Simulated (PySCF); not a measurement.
**Excitation energies in several basis sets**

Species: C3H7ClSi.
InChI=1S/C3H7ClSi/c4-2-1-3-5/h1-2H,3H2,5H3/b2-1-

TDDFT with PBE0 (PySCF), vertical singlets, core orbitals frozen in the response, spherical d and f functions. The structure is a single PBE0-D3(BJ)/def2-SVP conformer in the gas phase; no vibrational or solvent corrections.

Q: How do the low singlets change with the basis? Take 6-31G*, 6-31+G*, def2-SVP, def2-SVPD, aug-cc-pVDZ, def2-TZVP and def2-TZVPD.

A: 

```tsv
basis	functions	diffuse	S1 (eV)	S2 (eV)	S3 (eV)	S4 (eV)	S5 (eV)	LUMO (eV)	α (au)
6-31G*	92	no	6.58	6.74	7.09	7.41	7.88	0.20	63.2
6-31+G*	112	yes	5.94	6.30	6.39	6.77	6.99	-0.20	72.6
def2-SVP	113	no	6.52	6.89	7.19	7.34	7.74	0.01	66.4
def2-SVPD	167	yes	6.23	6.32	6.61	7.11	7.16	-0.26	80.3
aug-cc-pVDZ	186	yes	5.82	6.18	6.22	6.62	6.67	-0.30	81.5
def2-TZVP	209	no	6.30	6.45	6.77	7.12	7.29	-0.19	76.0
def2-TZVPD	263	yes	6.00	6.19	6.28	6.76	6.95	-0.28	81.7
```

States are compared by their number. Against the largest diffuse basis here (def2-TZVPD, itself not a converged limit), sets without diffuse functions differ by up to 0.58 eV in S1 and 0.93 eV in S5; the smaller diffuse sets differ by up to 0.24 and 0.28 eV. State by state, the largest deviation of a set without diffuse functions is S1 0.58, S2 0.70, S3 0.91, S4 0.66, S5 0.93 eV. The same number needn't mean the same state in each row. Against def2-TZVPD the polarisability deviates by -23% in 6-31G*, -11% in 6-31+G*, -19% in def2-SVP, -2% in def2-SVPD, 0% in aug-cc-pVDZ, -7% in def2-TZVP. A single + in a Pople set puts diffuse functions on heavy atoms only.
